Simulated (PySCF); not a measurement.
## Te⁺ (tellurium, charge +1) across methods

[Kr] 4d10 5s2 5p2 5d1, one real determinant (an excited configuration). All numbers are calculated (PySCF 2.14, scalar relativity through the core potential, in aug-cc-pVQZ-PP with one added diffuse shell each of s, p, d, f, g type with ECP28MDF (8s8p6d4f3g, 117 functions)).

```tsv
method	E (hartree)	mean ε 5s β (eV)	mean ε 5p α (eV)	mean ε 5d α (eV)	Σ⟨r²⟩ (bohr²)	⟨S²⟩
LDA	-266.8676	-25.304	-16.484	-5.865	57.43	3.750
PBE	-267.2707	-24.851	-16.410	-5.938	57.94	3.751
UHF	-266.31351	-27.731	-20.994	-7.316	60.38	3.754
PBE0	-267.2814	-25.858	-17.714	-6.400	57.99	3.751
```

⟨L²⟩ = 7.81 against 12 for a pure F term, so this real determinant mixes terms. Energies and moments cover only the electrons outside the core potential. The outer electron is Rydberg-like, and this basis confines it to a smaller radius and binds it less than a complete one would.
